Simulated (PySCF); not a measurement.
Steps of a relaxation of [Dy(H2O)3]3+

[Dy(H2O)3]3+ (singlet in the valence; each metal's 4f electrons, 9 of them, lie in its core potential, out of spins and levels). PySCF 2.14.0, RKS PBE, Dy lcecp-1-SVP with ECP55, O def2-SVP, H def2-SVP; non-relativistic Hamiltonian with scalar-relativistic core potentials where named; density fitting; no spin-orbit coupling. Origin of the start: displaced along the imaginary mode. Columns: position (Å) and force (eV/Å). Energies are counted from the last step; some of the 22 steps are shown. Forces carry noise of the integration grid, about 0.01 to 0.03 eV/Å.

Run from Python with OMP_NUM_THREADS=2. Where DIIS fails, smearing, a level shift and second-order steps follow.
It took 100 s on 2 threads of Arm Neoverse V1, with other jobs on the host, from the converged density of the start.

```xyz
10
step 0  E = 0.273 eV
Dy    0.0000    0.0000    0.0000     0.00    0.00    0.00
O     2.2674    0.0000    0.0000     1.02    0.00    0.00
H     2.8929   -0.2500    0.7791    -0.53    0.30   -1.07
H     2.8929    0.2500   -0.7791    -0.53   -0.30    1.07
O    -1.1337    1.9636    0.0000    -0.51    0.88    0.00
H    -1.2299    2.6303    0.7791     0.00   -0.61   -1.07
H    -1.6629    2.3803   -0.7791     0.53   -0.31    1.07
O    -1.1337   -1.9636    0.0000    -0.51   -0.88    0.00
H    -1.6630   -2.3803    0.7791     0.53    0.31   -1.07
H    -1.2300   -2.6303   -0.7791     0.00    0.61    1.07
```

```xyz
10
step 7  E = 0.060 eV
Dy    0.0000    0.0000    0.0000     0.00    0.00    0.00
O     2.2514    0.0000    0.0000     0.17    0.00    0.00
H     2.8729   -0.5181    0.5926    -0.04    0.07   -0.14
H     2.8729    0.5180   -0.5926    -0.04   -0.07    0.14
O    -1.1257    1.9498    0.0000    -0.08    0.15    0.00
H    -0.9878    2.7470    0.5926    -0.04   -0.07   -0.14
H    -1.8851    2.2290   -0.5926     0.08    0.00    0.14
O    -1.1257   -1.9498    0.0000    -0.08   -0.15    0.00
H    -1.8851   -2.2290    0.5926     0.08    0.00   -0.14
H    -0.9878   -2.7470   -0.5926    -0.04    0.07    0.14
```

```xyz
10
step 14  E = 0.009 eV
Dy    0.0000    0.0000    0.0000     0.00    0.00    0.00
O     2.2584    0.0000    0.0000     0.20    0.00    0.00
H     2.8825   -0.7343    0.2883    -0.13    0.23   -0.10
H     2.8825    0.7342   -0.2883    -0.13   -0.23    0.10
O    -1.1292    1.9558    0.0000    -0.10    0.18    0.00
H    -0.8053    2.8634    0.2883    -0.14   -0.22   -0.10
H    -2.0771    2.1292   -0.2883     0.26    0.01    0.10
O    -1.1292   -1.9558    0.0000    -0.10   -0.18    0.00
H    -2.0771   -2.1291    0.2883     0.26   -0.01   -0.10
H    -0.8054   -2.8634   -0.2883    -0.14    0.22    0.10
```

Question: Where does the relaxation end?

Answer: It converges at step 21 in D3:
```xyz
10
step 21  E = 0
Dy    0.0000    0.0000    0.0000
O     2.2532    0.0000    0.0000
H     2.8776   -0.7564    0.1927
H     2.8776    0.7564   -0.1927
O    -1.1266    1.9513    0.0000
H    -0.7837    2.8703    0.1927
H    -2.0939    2.1139   -0.1927
O    -1.1266   -1.9513    0.0000
H    -2.0939   -2.1139    0.1927
H    -0.7837   -2.8703   -0.1927
```

Question: How did the contacts change?

Answer: 
| contact | start (Å) | end (Å) |
| --- | --- | --- |
| Dy1–O2 (H2O) | 2.267 | 2.253 |
| Dy1–O5 (H2O) | 2.267 | 2.253 |
| Dy1–O8 (H2O) | 2.267 | 2.253 |


A frequency check found unstable modes (1, the lowest at -22 cm⁻¹), so the relaxed geometry is a saddle point, or these are noise. An lcecp potential fixes the number of 4f electrons, so in runs with it no electron can move into or out of that shell.
